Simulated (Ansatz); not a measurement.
Input file for Ansatz (a program for electronic structure): U-HF/def2-TZVPP on HS2 (SMILES [S]S), 2S+1 = 2, atoms moved off the minimum.

Ansatz 0.2 input:
```yaml
crystal:
  periodic: [false, false, false]
  atoms:
    - {symbol: S, position_ang: [0.88436301, -0.38147446, 0.00612738]}
    - {symbol: S, position_ang: [-0.72623025, 0.43422946, -0.00367569]}
    - {symbol: H, position_ang: [-1.62605349, -0.48993468, -0.09479873]}
basis:
  gaussian:
    orbitals: def2-TZVPP
hamiltonian:
  xc: {name: HF}
magnetization: {spin_polarized: true, initial_magnetization: 1}
output: {forces: true}
```

Output:

```
Functional definition: HF
[...]
integrals: 0.03 GiB planned
781 factors; their error is unknown
mean field: 0.23 GiB planned
mean field evaluation 1: about -21649.4557 eV, gradient 1.0e1 eV
mean field evaluation 2: about -21650.2019 eV, gradient 5.3e0 eV
mean field evaluation 4: about -21650.4008 eV, gradient 6.9e-1 eV
mean field evaluation 8: about -21650.4162 eV, gradient 1.1e-1 eV
mean field evaluation 16: about -21649.5535 eV, gradient 1.0e1 eV
mean field evaluation 32: about -21649.1926 eV, gradient 1.4e0 eV
mean field -21650.51612926 eV, -795.6417925032 hartree, gradient 8.5e-6 eV, S^2 0.775260; 0 other end points of the search recorded, 0 dependent functions left out
the calculation of the forces begins
reference -21650.51612926 eV, -795.6417925032 hartree; 17, 16 occupied and 81, 82 virtual orbitals, 781 factors
Total energy: -21650.51612926 eV, -795.6417925032 hartree
Atom 0 at     0.884363    -0.381474     0.006127 Å, force     4.851436    -2.674688     0.016022 eV/Å
Atom 1 at    -0.726230     0.434229    -0.003676 Å, force    -4.055062     3.882124     0.088802 eV/Å
Atom 2 at    -1.626053    -0.489935    -0.094799 Å, force    -0.796374    -1.207436    -0.104823 eV/Å
Dipole moment:    -0.306236    -0.076290    -0.016226 e Å
```

The run converged.

Cost: about 1.6 core-seconds (a rough figure).
